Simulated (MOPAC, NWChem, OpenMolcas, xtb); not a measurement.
# How methods differ on CH5BOSi (SMILES B[SiH2]C=O)

The species is CH5BOSi (9 atoms), meant as a singlet with charge 0. As SMILES, `B[SiH2]C=O`. Geometry: relaxed at PBE0-D4/def2-TZVP. This is one conformer, not always the lowest.

| atom | x (Å) | y (Å) | z (Å) |
| --- | --- | --- | --- |
| B | -0.9501 | 0.8500 | -1.0731 |
| Si | 0.6108 | -0.2060 | -0.3865 |
| C | 0.3306 | -0.5537 | 1.4945 |
| O | 1.0228 | -0.0984 | 2.3658 |
| H | -2.0576 | 0.5182 | -0.7670 |
| H | -0.8288 | 1.7994 | -1.7869 |
| H | 1.9581 | 0.3876 | -0.5707 |
| H | 0.5420 | -1.5409 | -1.0559 |
| H | -0.5392 | -1.2024 | 1.7629 |

Each level gives the HOMO–LUMO gap (eV). The values are calculated.

```tsv
level	kind	program	value (eV)	CPU time
PM3	semi-empirical	MOPAC	9.39	under 2 s
GFN0-xTB	semi-empirical	xtb	1.98	under 2 s
HF/def2-SVP	Hartree–Fock	OpenMolcas	11.36	8.6 s
SVWN5/def2-SVP	LDA	OpenMolcas	1.80	31 s
PBE/def2-SVP	GGA	OpenMolcas	1.90	42 s
TPSS/def2-SVP	meta-GGA	OpenMolcas	2.15	57 s
r2SCAN/def2-SVP	meta-GGA	OpenMolcas	2.39	53 s
BHLYP/def2-SVP	global hybrid	OpenMolcas	6.58	38 s
CAM-B3LYP/def2-SVP	range-separated hybrid	NWChem	6.62	51 s
B2PLYP/def2-SVP	double hybrid	OpenMolcas	6.86	34 s
```

The values span 1.80 to 11.36 eV. Orbital gaps aren't excitation energies, and those of double hybrids come from the SCF part alone; they tend to grow with the share of exact exchange. Times are those of the runs behind each value, whatever else they computed, on shared processors of several kinds: orders of magnitude only.
